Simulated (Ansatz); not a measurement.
Input for Ansatz (a quantum-chemistry and plane-wave program): R-wB97M-V/def2-TZVPP on H2S (SMILES S).

Ansatz 0.2 input:
```yaml
crystal:
  periodic: [false, false, false]
  atoms:
    - {symbol: S, position_ang: [0.00000000, -0.00000000, 0.61867212]}
    - {symbol: H, position_ang: [0.00000000, 0.97021160, -0.30933606]}
    - {symbol: H, position_ang: [-0.00000000, -0.97021160, -0.30933606]}
basis:
  gaussian:
    orbitals: def2-TZVPP
hamiltonian:
  xc: {name: wB97M-V}
scf: {lower_state_search: off}
```

The log:

```
WARN ansatz: RAYON_NUM_THREADS=4 ignored (pool sized by the plan → 4); use --threads N
Functional definition: wB97M-V
these checks for a lower state are left out or cut short: stability, starts, cluster_reference, orbital_swaps, neighbouring_geometries, increment
integrals: 0.02 GiB planned
409 factors; their error is unknown
integrals: 0.05 GiB planned
87 factors; integrals over basis functions are off by at most 4.4e-5 eV
mean field: 0.22 GiB planned
mean field evaluation 1: about -10867.1336 eV, gradient 1.0e1 eV
mean field evaluation 2: about -10867.4197 eV, gradient 6.6e0 eV
mean field evaluation 4: about -10867.5040 eV, gradient 1.9e-1 eV
mean field evaluation 8: about -10867.5102 eV, gradient 8.0e-3 eV
mean field -10867.51021219 eV, -399.3736340351 hartree, gradient 7.9e-6 eV, S^2 0.000000; 0 other end points of the search recorded, 0 dependent functions left out
reference -10867.51024037 eV, -399.3736350707 hartree; 9, 9 occupied and 61, 61 virtual orbitals, 409 factors
Total energy: -10867.51024037 eV, -399.3736350707 hartree
Checks for a lower state left out: stability, starts, cluster_reference, orbital_swaps, neighbouring_geometries, increment
```

The calculation finished and met its thresholds.

Cost: roughly 0.9 core-seconds.
